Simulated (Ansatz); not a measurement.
Question: Name a neutral molecule of C, N, Si and H with HOMO energy (ωB97M-V/def2-TZVPP) between -8.35 and -8.05 eV and HOMO–LUMO gap (ωB97M-V/def2-TZVPP) between 10.20 and 10.50 eV (Ansatz, PBE0-D4/def2-TZVP geometry).

Answer: `C/C(N)=C\[SiH3]` (-8.28 eV, 10.31 eV); `NC1=C[SiH2]C1` (-8.33 eV, 10.48 eV); `C=C([SiH3])NC` (-8.12 eV, 10.35 eV); `C/C([SiH3])=C\N` (-8.15 eV, 10.31 eV); `NC(N)=C[SiH3]` (-8.10 eV, 10.26 eV). Other molecules can fit too; these were computed, each in one conformer that needn't be the lowest.
